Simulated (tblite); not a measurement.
Compound: C5H4F3NP2.
Numbering: `[F:1][C:2]([F:3])([F:4])/[P:5]=[P:6]\[n:7]1[cH:8][cH:9][cH:10][cH:11]1` (hydrogens: H12 on C8; H13 on C9; H14 on C10; H15 on C11)

Computed with GFN2-xTB (tblite), gas phase: L-BFGS steps from a force-field or distance-geometry start until the largest atomic force falls under 0.01 eV/Å.

Step 37: E = -949.4398 eV
```
atom  x, y, z in Å  |  force x, y, z in eV/Å
F1      1.7372   -0.3480   -1.1621    0.030  -0.095   0.071
C2      2.5993   -0.1901   -0.1428    0.006  -0.030  -0.048
F3      3.8256   -0.3141   -0.6722   -0.051   0.058   0.018
F4      2.4429   -1.2288    0.6901   -0.054   0.041  -0.044
P5      2.4869    1.5141    0.6939   -0.106   0.005  -0.032
P6      0.5241    2.0980    0.5451    0.023  -0.083  -0.016
N7     -0.4875    0.7777    0.1522   -0.028   0.050   0.066
C8     -0.5369   -0.4707    0.7438   -0.069   0.053   0.052
C9     -1.6755   -1.0952    0.3475    0.042   0.007   0.004
C10    -2.3645   -0.2126   -0.5241    0.010   0.006  -0.016
C11    -1.6317    0.9267   -0.6099    0.019  -0.037   0.004
H12     0.2051   -0.7761    1.4581    0.009  -0.008  -0.105
H13    -2.0194   -2.0700    0.6309    0.090  -0.007   0.055
H14    -3.3002   -0.4271   -1.0001    0.010   0.069  -0.067
H15    -1.8097    1.8240   -1.1726    0.069  -0.028   0.057
```

Step 38: E = -949.4415 eV
```
atom  x, y, z in Å  |  force x, y, z in eV/Å
F1      1.7506   -0.3492   -1.1713   -0.016  -0.085   0.029
C2      2.6033   -0.1887   -0.1464   -0.017   0.010  -0.024
F3      3.8329   -0.3143   -0.6632    0.008   0.040  -0.008
F4      2.4363   -1.2239    0.6870   -0.045  -0.002  -0.001
P5      2.4866    1.5181    0.6838   -0.091   0.011  -0.018
P6      0.5227    2.0960    0.5460    0.008  -0.069  -0.016
N7     -0.4898    0.7756    0.1562   -0.012   0.055   0.057
C8     -0.5418   -0.4721    0.7478   -0.038   0.051   0.039
C9     -1.6794   -1.0959    0.3483    0.040   0.001   0.016
C10    -2.3662   -0.2126   -0.5236    0.009   0.009  -0.016
C11    -1.6320    0.9253   -0.6078    0.026  -0.022   0.011
H12     0.2020   -0.7806    1.4582    0.011  -0.010  -0.086
H13    -2.0217   -2.0699    0.6333    0.071  -0.029   0.052
H14    -3.3009   -0.4235   -1.0018   -0.012   0.052  -0.075
H15    -1.8070    1.8235   -1.1688    0.058  -0.012   0.041
```

Step 39: E = -949.4441 eV
```
atom  x, y, z in Å  |  force x, y, z in eV/Å
F1      1.7573   -0.3569   -1.1762   -0.047  -0.071  -0.003
C2      2.6041   -0.1897   -0.1491   -0.030   0.033   0.002
F3      3.8363   -0.3091   -0.6593    0.031   0.010  -0.016
F4      2.4342   -1.2228    0.6856   -0.022  -0.018   0.013
P5      2.4836    1.5185    0.6766   -0.067   0.019  -0.006
P6      0.5205    2.0957    0.5460   -0.007  -0.048  -0.010
N7     -0.4931    0.7754    0.1615    0.010   0.063   0.046
C8     -0.5471   -0.4709    0.7533    0.017   0.041   0.019
C9     -1.6813   -1.0957    0.3482    0.033  -0.012   0.038
C10    -2.3665   -0.2129   -0.5244    0.009   0.011  -0.018
C11    -1.6318    0.9242   -0.6061    0.027   0.007   0.015
H12     0.2011   -0.7832    1.4566    0.008  -0.011  -0.057
H13    -2.0192   -2.0693    0.6365    0.038  -0.063   0.045
H14    -3.2988   -0.4191   -1.0072   -0.040   0.026  -0.081
H15    -1.8037    1.8236   -1.1642    0.041   0.014   0.014
```

Question: Estimate the geometry and energy of step 40. (The exact step hangs on the optimiser's Hessian estimate; all steps are aligned on step 39, rigid shifts and turns removed.)

Answer: E = -949.4472 eV, largest force 0.090 eV/Å
```
atom  x, y, z in Å  |  force x, y, z in eV/Å
F1      1.7507   -0.3731   -1.1730   -0.060  -0.051  -0.017
C2      2.5983   -0.1940   -0.1494   -0.030   0.043   0.018
F3      3.8307   -0.2974   -0.6637    0.024  -0.026  -0.009
F4      2.4389   -1.2279    0.6869    0.007  -0.012   0.007
P5      2.4757    1.5141    0.6765   -0.026   0.022   0.001
P6      0.5169    2.0988    0.5440   -0.007  -0.011   0.005
N7     -0.4951    0.7783    0.1665    0.011   0.058   0.034
C8     -0.5494   -0.4667    0.7587    0.054   0.023  -0.017
C9     -1.6792   -1.0944    0.3475    0.023  -0.022   0.054
C10    -2.3642   -0.2127   -0.5266    0.009   0.001  -0.019
C11    -1.6303    0.9244   -0.6050    0.016   0.029   0.014
H12     0.2051   -0.7834    1.4522    0.005  -0.009  -0.019
H13    -2.0095   -2.0684    0.6405    0.001  -0.085   0.029
H14    -3.2928   -0.4148   -1.0176   -0.049  -0.001  -0.067
H15    -1.8002    1.8249   -1.1598    0.023   0.042  -0.015
```

The energy changes by -0.0031 eV. The first-order estimate −F·Δx gives -0.0043 eV and the mean of the old and new forces, exact on a quadratic surface, -0.0031 eV. The step makes an angle of 57° with the force vector and moves no atom by more than 0.018 Å.
